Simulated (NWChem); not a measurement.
# H$_{3}$BO$_{2}$; SMILES B(O)O

```xyz
6

B     -0.4792    -0.0187     0.0000
H     -1.6898    -0.0175     0.0000
O      0.1518    -1.2138     0.0000
H      1.1112    -1.1094     0.0000
O      0.2559     1.1264     0.0000
H     -0.2868     1.9193     0.0000
```
Atoms are numbered in this order, from 1.

All runs use the structure optimised with PBE0/def2-SVP.

Symmetry labels are those of Cs in the frame above (b1 and b2, or b-type labels, depend on it).

Task: List the 4 lowest vertical singlet excitations from B3LYP/def2-SVPD, TDA (NWChem).

Result: 
| state | energy (eV) | oscillator strength | symmetry | leading excitation (squared amplitude) |
|---|---|---|---|---|
| S1 | 8.06 | 0.000 | a" | HOMO → LUMO (0.98) |
| S2 | 8.40 | 0.014 | a' | HOMO−1 → LUMO (0.94) |
| S3 | 8.62 | 0.006 | a" | HOMO−1 → LUMO+1 (0.76) |
| S4 | 8.71 | 0.052 | a" | HOMO → LUMO+2 (0.76) |
